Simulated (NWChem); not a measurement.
System: SiH4TeO; SMILES [SiH3]O[TeH]

```xyz
7

Te    -0.0295    -0.9040     0.0272
H     -0.3559    -0.9663    -1.6132
O      0.7570     0.9336    -0.0271
Si    -0.1976     2.3078     0.0222
H     -1.0993     2.3822    -1.1700
H      0.7392     3.4674     0.0157
H     -1.0414     2.3451     1.2566
```
Atoms are numbered in this order, from 1.

Results from NWChem. Coordinates come from a PBE0/def2-SVP optimisation. No frequency run checked for a minimum. def2 effective core potentials on Te; no spin-orbit coupling. Ions are spin-unrestricted doublets at the neutral geometry; other ion states weren't tried.

For level PBE0/def2-SVP:

```yaml
vertical ionisation energy, ΔSCF (eV): 8.69
"−ε(HOMO) (eV)": 6.42
```

Question: What are these values for level PBE/def2-SVP?

Answer: 
| Quantity | Value |
|---|---|
| vertical ionisation energy, ΔSCF (eV) | 8.52 |
| −ε(HOMO) (eV) | 5.26 |
